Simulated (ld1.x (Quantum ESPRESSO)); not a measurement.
**u(r) = r·R(r): atom against pseudo-atom (Rb)**

Columns: radius, all-electron u(r) and pseudo u(r) of the 4d shell (level -1.77 eV) of rubidium in the configuration [Ar] 3d10 4s2 4p6 4d0 5s0.5 5p0; LDA (PZ), scalar-relativistic, RRKJ scheme, ld1.x (Quantum ESPRESSO) 7.5.

```tsv
r (bohr)	all-electron	pseudo
0.210	0.1028	-0.0012
0.420	0.1191	-0.0089
0.630	0.0337	-0.0285
0.840	-0.0691	-0.0625
1.050	-0.1596	-0.1102
1.260	-0.2316	-0.1682
1.470	-0.2863	-0.2311
1.680	-0.3269	-0.2924
1.890	-0.3567	-0.3464
2.100	-0.3784	-0.3889
2.310	-0.3938	-0.4181
2.520	-0.4045	-0.4344
2.730	-0.4116	-0.4401
2.940	-0.4158	-0.4385
3.150	-0.4177	-0.4331
3.360	-0.4179	-0.4265
3.570	-0.4166	-0.4204
3.780	-0.4141	-0.4152
3.990	-0.4106	-0.4107
4.200	-0.4062	-0.4062
4.410	-0.4009	-0.4009
4.620	-0.3949	-0.3949
4.830	-0.3881	-0.3881
5.040	-0.3807	-0.3807
5.250	-0.3727	-0.3727
5.460	-0.3641	-0.3641
```

How many radial nodes do the two functions have?

The all-electron 4d function has n − l − 1 = 1; the pseudo-wave has 0, since the states of the same l below it are removed with the core.

At about which radius was the pseudo-wave matched?

4.20 bohr, where the columns begin to agree (steps of 0.21 bohr).

Where does each function peak?

Outermost all-electron maximum near 3.36 bohr, pseudo maximum near 2.73 bohr (to the table’s step).

Is the pseudo-wave norm-conserving?

Yes: the RRKJ scheme keeps the norm inside the radius equal to the all-electron one, which fixes the energy derivative of the logarithmic derivative at the level.
